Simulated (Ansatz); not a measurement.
Consider the redistribution: `O[SiH](F)[O][GeH3]` + `CO[SiH2]O[SiH3]` → `CO[SiH2]O[SiH](O)F` + `[SiH3][O][GeH3]`.

Gas-phase electronic energies from Ansatz, PBE0-D4/def2-TZVP geometries. CCSD(T)/CBS is the MP2 limit (def2-TZVPP, def2-QZVPP) plus CCSD(T) − MP2 in def2-TZVPP, frozen cores. Functionals use def2-TZVPP. For Ge outer-core shells are correlated without core-valence functions, which leaves a few kJ/mol of doubt a bond. Scalar relativity is left out up to krypton. One conformer a species, not always the lowest.

```
  level  ΔE (eV)
PBE0-D4     0.01
   PBE0     0.02
```

Task: What does CCSD(T)/CBS give? (Best estimate.)

Result: Ansatz gave: +0.01 eV. The listed levels differ from it by 0.00, 0.01 eV.

Largest T1 diagnostic among the species: 0.012.

In def2-TZVPP, CCSD(T) changes the Hartree–Fock value by −0.05 eV (the triples alone add −0.01 eV) and MP2 by −0.06 eV.
